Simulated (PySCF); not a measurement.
H3OSi, SMILES [O][SiH3] (connectivity only; charge and spin as stated), charge -1, multiplicity 1. Atoms are numbered in the order given.

```xyz
5

O      0.0000     0.0000    -1.1470
Si     0.0000     0.0000     0.4173
H     -1.1820     0.6824     1.1112
H      1.1820     0.6824     1.1112
H      0.0000    -1.3648     1.1112
```
Charge -1, spin multiplicity 1.

Geometry optimised at PBE0-D3(BJ)/def2-TZVPD. The multiplicity is an assumed one; other spin states were not compared. The isomer is the one that the SMILES or the coordinates give; other isomers of the formula were not compared.

All values below come from HF/def2-TZVPD (PySCF).

Symmetry labels are those of the subgroup Cs that the program uses (full group C3v).

Computed valence orbital energies around the gap with their symmetry:
```
orbital  symmetry  energy (eV)
-------  --------  -----------
HOMO−7         A'      -108.96
HOMO−6         A'       -26.59
HOMO−5         A'       -12.74
HOMO−4         A'        -7.67
HOMO−3         A"        -7.67
HOMO−2         A'        -7.20
HOMO−1         A'        -4.84
HOMO           A"        -4.84
LUMO           A'         5.66
LUMO+1         A'         6.92
LUMO+2         A'         7.20
LUMO+3         A"         7.20
```
